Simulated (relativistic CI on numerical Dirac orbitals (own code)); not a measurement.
d1 to d9 in one tetrahedral field

Computed with a parametric ligand-field model without spin-orbit coupling, by exact diagonalisation: B = 810, C = 3910, 10Dq = -5700 cm⁻¹ (Td; |10Dq|/B = 7.0) for every shell. Energies in cm⁻¹; the field energy is (0.6 n_e − 0.4 n_t2) × 10Dq of the ground term; g labels are left out.

| Shell | Ground term | Electrons in e | Field energy | First spin-allowed bands | Lowest term of other spin |
| --- | --- | --- | --- | --- | --- |
| d1 | 2E | 1.000 | -3420 | 2T2 5700 |  |
| d2 | 3A2 | 2.000 | -6840 | 3T2 5700, 3T1 9700 | 1E 13686 |
| d3 | 4T1 | 1.900 | -3992 | 4T2 4887, 4A2 10587 | 2E 11918 |
| d4 | 5T2 | 2.000 | -2280 | 5E 5700 | 3T1 15332 |
| d5 | ? | ? | ? | ? | ? |
| d6 | 5E | 3.000 | -3420 | 5T2 5700 | 3T1 15815 |
| d7 | 4A2 | 4.000 | -6840 | 4T2 5700, 4T1 9700 | 2E 16955 |
| d8 | 3T1 | 3.900 | -3992 | 3T2 4887, 3A2 10587 | 1T2 13020 |
| d9 | 2T2 | 4.000 | -2280 | 2E 5700 |  |

Q: Fill in the row of d5.

A: Ground term: 6A1; Electrons in e: 2.000; Field energy: 0; First spin-allowed bands: none; Lowest term of other spin: 4T1 24348. Every shell keeps the spin of the free ion. Tetrahedral fields of 3d complexes are almost always too weak to pair spins. High-spin d^(n+5) repeats the spin-allowed bands of d^n, since the half-filled shell is spherical.
